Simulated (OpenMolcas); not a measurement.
## Worked example: vertical ionisation energy of CH4BFO (SMILES OCBF)

CH4BFO has 8 atoms, charge 0, and is taken as a singlet. SMILES: `OCBF`. The shape is that of a PBE0-D4/def2-TZVP optimisation. This is one conformer, not always the lowest.

Both states at this one shape; open shells run unrestricted unless said. 1 Eh = 27.2114 eV.

```
           level     program  singlet CH4BFO (Eh)  doublet CH4BFO+ (Eh)  HOMO of the first (eV)
 SVWN5/def2-SVPD  OpenMolcas          -238.470126           -238.063510                   -6.77
  BLYP/def2-SVPD  OpenMolcas          -240.242367           -239.846034                   -6.57
 M06-L/def2-SVPD  OpenMolcas          -240.265069           -239.857299                   -6.91
r2SCAN/def2-SVPD  OpenMolcas          -240.171219           -239.776590                   -6.98
```

Q: Work out the vertical ionisation energy at each level.

A: 
1. SVWN5/def2-SVPD: -238.063510 − (-238.470126) = 0.406616 Eh = 11.06 eV; −ε(HOMO) = 6.77 eV.
2. BLYP/def2-SVPD: -239.846034 − (-240.242367) = 0.396333 Eh = 10.78 eV; −ε(HOMO) = 6.57 eV.
3. M06-L/def2-SVPD: -239.857299 − (-240.265069) = 0.407770 Eh = 11.10 eV; −ε(HOMO) = 6.91 eV.
4. r2SCAN/def2-SVPD: -239.776590 − (-240.171219) = 0.394629 Eh = 10.74 eV; −ε(HOMO) = 6.98 eV.

No measured value is set beside it here; the levels span 10.74 to 11.10 eV. In semi-local functionals −ε(HOMO) lies far under the ionisation energy, a result of self-interaction, while the difference of totals does much better.
